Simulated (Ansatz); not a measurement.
Cost and result for the atomization energy of C$_{4}$H$_{6}$BF (`B/C=C(\F)C=C`) (12 atoms, 11 bonds).

Z-matrix (Å, degrees):
```
B
C 1 1.523
H 1 1.194 2 120.8
H 1 1.196 2 119.8 3 180.0
C 2 1.348 1 124.7 3 -0.0
H 2 1.086 1 121.5 3 180.0
C 5 1.448 2 125.9 1 -180.0
F 5 1.331 2 120.4 1 0.0
C 7 1.332 5 123.8 2 180.0
H 7 1.084 5 115.2 2 -0.0
H 9 1.083 7 121.0 5 -180.0
H 9 1.083 7 121.3 5 0.0
```

Charge 0, multiplicity 1. The geometry is a stationary point of PBE0-D4/def2-TZVP. It is one conformer, not always the lowest. Program: Ansatz. All runs use 4 threads of an Arm Neoverse V1 on a shared host. Times are those of one run each, without the atoms' runs, and a repeat can differ threefold. Electronic energies, without spin–orbit coupling; frozen cores. CCSD(T)/CBS adds CCSD(T) − MP2 in def2-TZVPP to the MP2 limit, and its time is that of the two runs behind it. T1 = 0.012; the RHF reference is unstable towards UHF. B3LYP takes the VWN-RPA correlation (the form of Gaussian; ORCA's B3LYP/G).

CCSD(T)/CBS is a level of theory with its own doubt, some kJ/mol a heavy atom from the limit and from the frozen cores, so smaller differences don't rank the functionals.

```
                             level  functions  wall time
   PBE-D4/def2-TZVPP (with forces)        270      2.8 s
                PBE0-D4/def2-TZVPP        270      2.9 s
r2SCAN-D4/def2-TZVPP (with forces)        270        5 s
 B3LYP-D4/def2-TZVPP (with forces)        270      5.5 s
                 B2PLYP/def2-TZVPP        270      7.5 s
                ωB97X-V/def2-TZVPP        270        8 s
  ωB97M-V/def2-TZVPP (with forces)        270       12 s
                    MP2/def2-QZVPP        522       32 s
                CCSD(T)/def2-TZVPP        270    4.4 min
                 CCSD(T)/CBS(def2)          –    4.9 min
```

Problem. What atomization energy does each give, and how far from CCSD(T)/CBS? (An estimate is asked.)

Solution. Computed: 
```json
{"level": "PBE-D4/def2-TZVPP (with forces)", "atomization (kcal/mol)": "1241.2", "difference from CCSD(T)/CBS": "44.1", "per bond": "4.0"}
{"level": "PBE0-D4/def2-TZVPP", "atomization (kcal/mol)": "1216.2", "difference from CCSD(T)/CBS": "19.1", "per bond": "1.7"}
{"level": "r2SCAN-D4/def2-TZVPP (with forces)", "atomization (kcal/mol)": "1212.4", "difference from CCSD(T)/CBS": "15.3", "per bond": "1.4"}
{"level": "B3LYP-D4/def2-TZVPP (with forces)", "atomization (kcal/mol)": "1207.4", "difference from CCSD(T)/CBS": "10.3", "per bond": "0.9"}
{"level": "B2PLYP/def2-TZVPP", "atomization (kcal/mol)": "1195.1", "difference from CCSD(T)/CBS": "-2.0", "per bond": "-0.2"}
{"level": "ωB97X-V/def2-TZVPP", "atomization (kcal/mol)": "1201.6", "difference from CCSD(T)/CBS": "4.5", "per bond": "0.4"}
{"level": "ωB97M-V/def2-TZVPP (with forces)", "atomization (kcal/mol)": "1206.1", "difference from CCSD(T)/CBS": "9.0", "per bond": "0.8"}
{"level": "MP2/def2-QZVPP", "atomization (kcal/mol)": "1212.8", "difference from CCSD(T)/CBS": "15.7", "per bond": "1.4"}
{"level": "CCSD(T)/def2-TZVPP", "atomization (kcal/mol)": "1170.5", "difference from CCSD(T)/CBS": "-26.6", "per bond": "-2.4"}
{"level": "CCSD(T)/CBS(def2)", "atomization (kcal/mol)": "1197.1", "difference from CCSD(T)/CBS": "0.0", "per bond": "0.0"}
```

In def2-TZVPP, CCSD(T) changes the Hartree–Fock value by +270.3 kcal/mol (the triples alone add +19.7 kcal/mol) and MP2 by +297.0 kcal/mol; breaking electron pairs costs correlation energy, which Hartree–Fock lacks. The D4 term adds +8.4 kcal/mol with B3LYP and +4.4 kcal/mol with PBE0; it sums over pairs of atoms, weighted by their polarisabilities, and B3LYP, whose exchange is more repulsive, gets the larger term. From PBE to PBE0 (25 % exact exchange), in def2-TZVPP and without D4, the atomization energy moves by −24.1 kcal/mol: exact exchange takes away binding that semilocal exchange gives to molecules.
